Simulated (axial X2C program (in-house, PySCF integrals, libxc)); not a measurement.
Outer orbitals of As₂ at 2.090 Å, BP86

Calculated with an in-house all-electron X2C program for linear molecules (integrals from PySCF). Spin-free means the one-electron spin-free X2C Hamiltonian; two-component (2c) means X2C with spin–orbit coupling and atomic mean-field two-electron Coulomb and Gaunt terms, so the difference of the two also holds small scalar two-electron terms. Basis: As dyall-cv3z [9s9p6d4f1g] (cores contracted in-house); Gaussian nuclei, density fitting, unrestricted open shells. Masses: As 74.922 u.

The distance is close to the 2c PBE0 minimum; the highest filled and lowest empty levels are listed.

Spin-free orbitals, state M_S = 0, Λ = 0 (closed shell) (Löwdin shares):

```csv
symmetry,occupied,ε (eV),atomic character
σα,yes,-17.03,"83% As s, 13% As p, 4% As d"
σα,yes,-12.53,"70% As s, 25% As p, 5% As d"
σα,yes,-6.88,"86% As p, 13% As s"
π+α,yes,-6.63,96% As p
π-α,yes,-6.63,96% As p
π+α,no,-3.48,"87% As p, 12% As d"
π-α,no,-3.48,"87% As p, 12% As d"
σα,no,-0.01,"60% As p, 29% As d, 10% As s"
σα,no,1.79,"62% As s, 26% As d, 9% As p"
```

One partner of each degenerate Kramers or spin pair is listed.

Spinors with spin–orbit coupling (state Ω = 0):

```
  ω  occupied  ε (eV)              atomic character  λ mixture
1/2       yes  -17.03   83% As s, 13% As p, 4% As d     100% σ
1/2       yes  -12.52   70% As s, 25% As p, 5% As d     100% σ
1/2       yes   -6.88            86% As p, 13% As s     100% σ
1/2       yes   -6.71                      96% As p     100% π
3/2       yes   -6.54                      96% As p     100% π
1/2        no   -3.56            87% As p, 11% As d     100% π
3/2        no   -3.39            87% As p, 12% As d     100% π
1/2        no    0.00  59% As p, 29% As d, 10% As s     100% σ
1/2        no    1.79   62% As s, 26% As d, 9% As p     100% σ
```

One partner of each degenerate Kramers or spin pair is listed.

(1) How does the gap between the highest filled and lowest empty level change from the spin-free to the 2c table?

Mulliken charges and populations of the two-component result (they depend on the basis, above all on diffuse functions):

As1 0.00 e (s 7.92 p 15.00 d 10.07 f 0.01), As2 0.00 e (s 7.92 p 15.00 d 10.07 f 0.01).

One determinant describes the state; a PBE0 search over occupations chose it and may have missed a lower one.

Answers

(1) From 3.15 to 2.98 eV at BP86, a change of -0.17 eV.
